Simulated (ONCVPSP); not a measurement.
## Cutoff test, molybdenum, ONCV

| Quantity | Value |
| --- | --- |
| Element | Mo (Z = 42) |
| Generator | ONCVPSP 4.0.1 |
| Type | optimised norm-conserving Vanderbilt (ONCV) |
| Functional | BLYP |
| Relativity | scalar-relativistic |
| Frozen core | [Kr] |
| Valence charge | 6 |
| Reference configuration | 4d5 5s1 |
| Partial waves | 5s: rc 2.35 bohr, ncon 4, nbas 8, qcut 2.8 1/bohr, 2 projectors, debl 1.4 Ha; p scattering state at 0.29 Ha: rc 2.70 bohr, ncon 3, nbas 6, qcut 3.3 1/bohr, 2 projectors, debl 3 Ha; 4d: rc 2.50 bohr, ncon 4, nbas 9, qcut 6.2 1/bohr, 2 projectors, debl 3.2 Ha |
| Local potential | polynomial inside 1.50 bohr (lpopt 2, dvloc0 4 Ha) |
| Core correction | polynomial model core, fcfact 0.55 |

For each optimised wave give the share of its norm inside rc, the residual kinetic energy above qcut (Ha) and the cutoffs (Ha) for errors of 10, 1, 0.1 and 0.01 mHa per electron.

```tsv
wave	norm inside rc	residual KE	10 mHa	1 mHa	0.1 mHa	0.01 mHa
5s	0.163	4.4e-04	1.5	2.8	26.2	33.5
s projector 2	0.268	1.9e-02	4.1	5.1	6.9	36.8
p projector 1	0.133	1.6e-05	1.1	2.8	3.8	12.9
p projector 2	0.142	3.4e-02	6.3	10.0	17.3	31.0
4d	0.756	6.7e-07	10.6	13.3	15.6	17.2
d projector 2	0.196	3.2e-05	13.4	16.0	18.4	32.3
```

The occupied waves need 13 Ha and 26 Ha for 1 and 0.1 mHa. Note: ghosts flagged at negative energy: s at -97.7 eV; GHOST(+) flagged for p at 117.3 eV. A true bound ghost makes a file unfit for plane-wave use. 2 of 4 tests not solved or not reliable.
